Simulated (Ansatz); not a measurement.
C2H9NSi, SMILES `CN(C)[SiH3]`, relaxed with RKS PBE-D4/def2-SVP in Ansatz from a rough embedded geometry. The force threshold is 0.03 eV/Å; the program also tests the step.

The species carries charge 0 and has multiplicity 1.

Start:

```xyz
13

C     1.003    0.150   -0.958
N    -0.078   -0.273   -0.162
C    -1.199    0.575   -0.477
Si    0.137   -0.761    1.454
H     1.447    1.135   -0.697
H     0.763    0.195   -2.077
H     1.850   -0.566   -0.949
H    -1.451    0.650   -1.561
H    -1.109    1.591   -0.149
H    -2.169    0.186   -0.020
H     0.598    0.339    2.244
H     1.238   -1.831    1.414
H    -1.030   -1.391    1.939
```

(1) How much energy does the relaxation release, and in how many steps? (Estimate.)

(2) Which bonds change most? (Estimate.)

(3) Give the relaxed structure. (An estimate is asked.)

Results:

(1) Computed: 47.78 kJ/mol, in 5 steps.

(2) Ansatz gave: Si4–H13 from 1.411 to 1.505 Å; Si4–H11 from 1.431 to 1.517 Å; N2–Si4 from 1.701 to 1.750 Å; C3–H9 from 1.071 to 1.119 Å.

(3) The calculation gave: 
```xyz
13

C     1.072    0.181   -1.012
N    -0.062   -0.128   -0.163
C    -1.261    0.625   -0.474
Si    0.174   -0.816    1.429
H     1.424    1.240   -0.916
H     0.816    0.021   -2.085
H     1.931   -0.480   -0.774
H    -1.557    0.472   -1.539
H    -1.145    1.728   -0.324
H    -2.109    0.288    0.157
H     0.605    0.153    2.514
H     1.246   -1.867    1.320
H    -1.134   -1.418    1.867
```
